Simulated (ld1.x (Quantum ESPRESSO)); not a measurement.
Transferability test, PAW potential for P

ld1.x (Quantum ESPRESSO) 7.5 input, shortened:

```
&input
   title='P', zed=15., rel=1, dft='PBE', iswitch=3,
   config='[Ne] 3s2 3p3 3d-2'
 /
 &inputp
   pseudotype=3, lpaw=.true., tm=.true., lloc=-1, rcloc=1.55,
   nlcc=.true., new_core_ps=.true., rcore=1.25,
   which_augfun='PSQ', rmatch_augfun_nc=.true.
 /
6
3S  1  0   2.00   0.00  1.20  1.55  0.0
3S  1  0   0.00  -0.55  1.20  1.55  0.0
3P  2  1   3.00   0.00  1.40  1.70  0.0
3P  2  1   0.00   0.05  1.40  1.70  0.0
3D  3  2  -2.00  -0.10  1.15  1.55  0.0
3D  3  2  -2.00   2.05  1.15  1.55  0.0
 &test
   configts(1)='3s2 3p3'
 /
```

Energies are relative to the spin-unpolarised reference configuration 3s2 3p3; without spin polarisation the order of configurations can differ from experiment.

```csv
valence configuration,charge,ΔE all-electron (eV),error AE − PS (meV)
3s2 3p2,+1,9.730,-1.3
3s2 3p1,+2,28.877,-8.9
3s2 3p0,+3,58.616,-39
3s1 3p0,+4,110.621,-132
3s0 3p5,0,17.200,-1.7
3s1 3p4,0,8.534,-0.6
```

Question: What are ΔE and the potential's error for 3s2 3p3.3?

Answer: ΔE = -1.307 eV all-electron; the error (AE − PS) is +0.1 meV.

Levels in the configuration 3s1 3p0:

```csv
level,all-electron (eV),pseudo (eV)
3s,-58.464,-58.604
```
